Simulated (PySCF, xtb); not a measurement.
Sn(CF3)(OH)3 (CH3F3O3Sn), SMILES F[C](F)([Sn]([OH])([OH])[OH])F. One conformer was computed; it need not be the lowest.

Harmonic wavenumbers (cm⁻¹) from GFN2-xTB in xtb at its own minimum, in rising order: 21, 70, 71, 129, 130, 137, 176, 178, 207, 212, 212, 266, 409, 466, 466, 502, 502, 631, 785, 814, 814, 1056, 1081, 1082, 3601, 3601, 3609.

Question: What does PBE-D3(BJ)/def2-SVP in PySCF give at its own minimum? (Estimate from the structure and the level; the computed values follow.)

Answer: 26, 64, 64, 106, 106, 155, 176, 176, 219, 219, 237, 272, 506, 506, 580, 603, 603, 711, 840, 855, 855, 1103, 1137, 1137, 3690, 3690, 3691. Paired by order, the mean absolute difference is 45 cm⁻¹ and the zero-point energies are 30.3 and 31.9 kcal/mol.
